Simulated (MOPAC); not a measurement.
Input for MOPAC: AM1 on CH5Cl (a complex), monomers drawn apart or pushed together.

```
AM1 1SCF PRECISE CHARGE=0 THREADS=1
CH5Cl

Cl    -0.41272735 1    -0.34685482 1    -0.48214466 1
H     -0.29103565 1    -0.24310584 1     0.79109653 1
C      0.15185122 1     0.14021325 1     5.28464937 1
H     -0.77850842 1     0.61595376 1     4.97455279 1
H      0.25300096 1     0.23136297 1     6.36492792 1
H      0.13640263 1    -0.91656575 1     5.01813319 1
H      0.99874401 1     0.63218692 1     4.80643094 1
```

It printed:

```
*******************************************************************************
 **                                                                           **
 **                              MOPAC v23.2.5                                **
 **                                                                           **
 *******************************************************************************
 ** MOPAC's Digital Object Identifier: https://doi.org/10.5281/zenodo.6511958 **
 **                                                                           **
 ** Please cite the open-source release paper for use of this MOPAC version:  **
 ** J. E. Moussa and J. J. P. Stewart (2026)                                  **
 ** MOPAC: An open-source semiempirical molecular orbital program             **
 ** J. Open Source Softw., 11(119), 8025, https://doi.org/10.21105/joss.08025 **
 *******************************************************************************

                              AM1 CALCULATION RESULTS

 *******************************************************************************
 *  AM1        - The AM1 Hamiltonian to be used
 *
 *
 *
 *                 CHARGE ON SYSTEM = 0
 *
 *
 *
 *  PRECISE    - TIGHTER CRITERIA TO BE USED
 *  1SCF       - DO 1 SCF AND THEN STOP
 *  THREADS=1  - MULTI-THREADING NOT USED
 *  T=         - A TIME OF 172800.0 SECONDS REQUESTED
 *  DUMP=N     - RESTART FILE WRITTEN EVERY 7200.0 SECONDS REQUESTED
 *******************************************************************************
AM1 1SCF PRECISE CHARGE=0 THREADS=1
 CH5Cl

   ATOM   CHEMICAL          X               Y               Z
  NUMBER   SYMBOL      (ANGSTROMS)     (ANGSTROMS)     (ANGSTROMS)

     1      Cl         -0.41272735  *  -0.34685482  *  -0.48214466  *
     2       H         -0.29103565  *  -0.24310584  *   0.79109653  *
     3       C          0.15185122  *   0.14021325  *   5.28464937  *
     4       H         -0.77850842  *   0.61595376  *   4.97455279  *
     5       H          0.25300096  *   0.23136297  *   6.36492792  *
     6       H          0.13640263  *  -0.91656575  *   5.01813319  *
     7       H          0.99874401  *   0.63218692  *   4.80643094  *



          CARTESIAN COORDINATES

    NO.       ATOM           X           Y           Z

     1        Cl         -0.4127     -0.3469     -0.4821
     2         H         -0.2910     -0.2431      0.7911
     3         C          0.1519      0.1402      5.2846
     4         H         -0.7785      0.6160      4.9746
     5         H          0.2530      0.2314      6.3649
     6         H          0.1364     -0.9166      5.0181
     7         H          0.9987      0.6322      4.8064

  H: (AM1): M.J.S. DEWAR ET AL, J. AM. CHEM. SOC. 107 3902-3909 (1985)
  C: (AM1): M.J.S. DEWAR ET AL, J. AM. CHEM. SOC. 107 3902-3909 (1985)
 Cl: (AM1): M.J.S. DEWAR AND E. G. ZOEBISCH, THEOCHEM, 180, 1 (1988).

           Empirical Formula: C H5 Cl  =     7 atoms



      MOLECULAR POINT GROUP   :   C3v


      RHF CALCULATION, NO. OF DOUBLY OCCUPIED LEVELS = 8


 -------------------------------------------------------------------------------
 AM1 1SCF PRECISE CHARGE=0 THREADS=1
 CH5Cl



     1SCF WAS SPECIFIED, SO BFGS WAS NOT USED
     SCF FIELD WAS ACHIEVED


                              AM1 CALCULATION
                                                       MOPAC v23.2.5 Linux




          FINAL HEAT OF FORMATION =        -32.52032 KCAL/MOL =    -136.06500 KJ/MOL


          COSMO AREA              =        111.07 SQUARE ANGSTROMS
          COSMO VOLUME            =         79.07 CUBIC ANGSTROMS

          IONIZATION POTENTIAL    =         12.329503 EV
          HOMO LUMO ENERGIES (EV) =        -12.330  1.874
          NO. OF FILLED LEVELS    =          8
          MOLECULAR WEIGHT        =         52.5035         POINT GROUP:  C3v

          MOLECULAR DIMENSIONS (Angstroms)

            Atom       Atom       Distance
            H     5   Cl     1     6.90362
            H     4    H     6     1.78538
            H     7    H     4     1.54603


          SCF CALCULATIONS        =          1





   ATOM   CHEMICAL          X               Y               Z
  NUMBER   SYMBOL      (ANGSTROMS)     (ANGSTROMS)     (ANGSTROMS)

     1      Cl         -0.41272735  *  -0.34685482  *  -0.48214466  *
     2       H         -0.29103565  *  -0.24310584  *   0.79109653  *
     3       C          0.15185122  *   0.14021325  *   5.28464937  *
     4       H         -0.77850842  *   0.61595376  *   4.97455279  *
     5       H          0.25300096  *   0.23136297  *   6.36492792  *
     6       H          0.13640263  *  -0.91656575  *   5.01813319  *
     7       H          0.99874401  *   0.63218692  *   4.80643094  *

                             CARTESIAN COORDINATES

   1   Cl       -0.412727350    -0.346854820    -0.482144660
   2    H       -0.291035650    -0.243105840     0.791096530
   3    C        0.151851220     0.140213250     5.284649370
   4    H       -0.778508420     0.615953760     4.974552790
   5    H        0.253000960     0.231362970     6.364927920
   6    H        0.136402630    -0.916565750     5.018133190
   7    H        0.998744010     0.632186920     4.806430940


           Empirical Formula: C H5 Cl  =     7 atoms



      MOLECULAR POINT GROUP   :   C3v


                  EIGENVALUES
 -37.03283 -29.47071 -16.75701 -13.60113 -13.60065 -13.53305 -12.32950 -12.32950
   1.87381   4.57555   4.59489   4.59502   5.21885


              NET ATOMIC CHARGES AND DIPOLE CONTRIBUTIONS

  ATOM NO.   TYPE          CHARGE      No. of ELECS.   s-Pop       p-Pop
    1         Cl          -0.168219        7.1682     1.98024     5.18798
    2          H           0.168217        0.8318     0.83178
    3          C          -0.263413        4.2634     1.21769     3.04572
    4          H           0.065511        0.9345     0.93449
    5          H           0.066812        0.9332     0.93319
    6          H           0.065522        0.9345     0.93448
    7          H           0.065570        0.9344     0.93443
 DIPOLE           X         Y         Z       TOTAL
 POINT-CHG.     0.100     0.085     1.043     1.052
 HYBRID         0.034     0.029     0.354     0.357
 SUM            0.134     0.114     1.398     1.409


          ATOMIC ORBITAL ELECTRON POPULATIONS

     Atom    s        px        py        pz
    1 Cl   1.98024   1.99270   1.99469   1.20059
    2  H   0.83178
    3  C   1.21769   1.01308   1.01305   1.01959
    4  H   0.93449
    5  H   0.93319
    6  H   0.93448
    7  H   0.93443

 **********************
 *                    *
 * JOB ENDED NORMALLY *
 *                    *
 **********************




 == MOPAC DONE ==
```

The run finished.

Cost: very roughly 0.020 core-seconds.
